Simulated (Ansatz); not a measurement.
Cost and result up the ladder for Se(CCH)2 (C₄H₂Se) (7 atoms). Total charge 0; singlet. Geometry: PBE0-D4/def2-SVP.

```xyz
7

Se   -1.148   -0.728   -0.874
C    -0.433    0.950   -1.015
C    -0.010    2.076   -1.172
H     0.371    3.073   -1.305
C    -0.176   -1.336    0.551
C     0.428   -1.811    1.491
H     0.968   -2.224    2.324
```

Ansatz on 4 threads of Arm Neoverse V1 on a shared host. Times are rough, and most runs start from the orbitals of an earlier one. PBE0-D4/def2-TZVP serves as the yardstick here, not as an exact answer. Differences are given only for rows in sets of like size (and for xTB, whose basis is part of the method), since another set adds its own error. Binding counts from free atoms at the same level (Se triplet, C triplet, H doublet; other spins of the atoms weren't run), without zero-point energy or a counterpoise term.

The 6-31G sets use Cartesian d functions. B3LYP takes the VWN-RPA correlation. Correlated methods freeze 13 core orbitals; core or outer-core shells of Se are correlated, in sets that lack core-valence functions.

Correlated methods converge slowly with the basis.

```json
{"level": "HF/STO-3G", "functions": "40", "wall time": "0.25 s", "binding energy per atom (eV)": "3.45", "difference from PBE0-D4/def2-TZVP (eV)": "–"}
{"level": "HF/6-31G", "functions": "69", "wall time": "0.55 s", "binding energy per atom (eV)": "2.76", "difference from PBE0-D4/def2-TZVP (eV)": "–"}
{"level": "PBE-D4/def2-SVP", "functions": "98", "wall time": "0.75 s", "binding energy per atom (eV)": "4.75", "difference from PBE0-D4/def2-TZVP (eV)": "–"}
{"level": "B3LYP-D4/6-31G", "functions": "69", "wall time": "0.9 s", "binding energy per atom (eV)": "4.29", "difference from PBE0-D4/def2-TZVP (eV)": "–"}
{"level": "PBE0-D4/def2-SVP", "functions": "98", "wall time": "1.2 s", "binding energy per atom (eV)": "4.58", "difference from PBE0-D4/def2-TZVP (eV)": "–"}
{"level": "LDA (SPW92)/def2-TZVP", "functions": "184", "wall time": "1.2 s", "binding energy per atom (eV)": "5.29", "difference from PBE0-D4/def2-TZVP (eV)": "0.75"}
{"level": "BLYP-D4/def2-TZVP", "functions": "184", "wall time": "1.9 s", "binding energy per atom (eV)": "4.54", "difference from PBE0-D4/def2-TZVP (eV)": "0.00"}
{"level": "PBE-D4/def2-TZVP (with forces)", "functions": "184", "wall time": "2.2 s", "binding energy per atom (eV)": "4.71", "difference from PBE0-D4/def2-TZVP (eV)": "0.17"}
{"level": "revPBE-D4/def2-TZVP", "functions": "184", "wall time": "2.3 s", "binding energy per atom (eV)": "4.56", "difference from PBE0-D4/def2-TZVP (eV)": "0.02"}
{"level": "PBE0-D4/def2-TZVP", "functions": "184", "wall time": "3.1 s", "binding energy per atom (eV)": "4.54", "difference from PBE0-D4/def2-TZVP (eV)": "0.00"}
{"level": "MP2/def2-TZVP", "functions": "184", "wall time": "3.6 s", "binding energy per atom (eV)": "4.53", "difference from PBE0-D4/def2-TZVP (eV)": "-0.01"}
{"level": "r2SCANh-D4/def2-TZVP", "functions": "184", "wall time": "4.6 s", "binding energy per atom (eV)": "4.45", "difference from PBE0-D4/def2-TZVP (eV)": "-0.09"}
{"level": "B97M-V/def2-TZVP", "functions": "184", "wall time": "7 s", "binding energy per atom (eV)": "4.48", "difference from PBE0-D4/def2-TZVP (eV)": "-0.06"}
{"level": "CCSD(T)/def2-TZVPP", "functions": "200", "wall time": "82 s", "binding energy per atom (eV)": "4.36", "difference from PBE0-D4/def2-TZVP (eV)": "-0.19"}
```
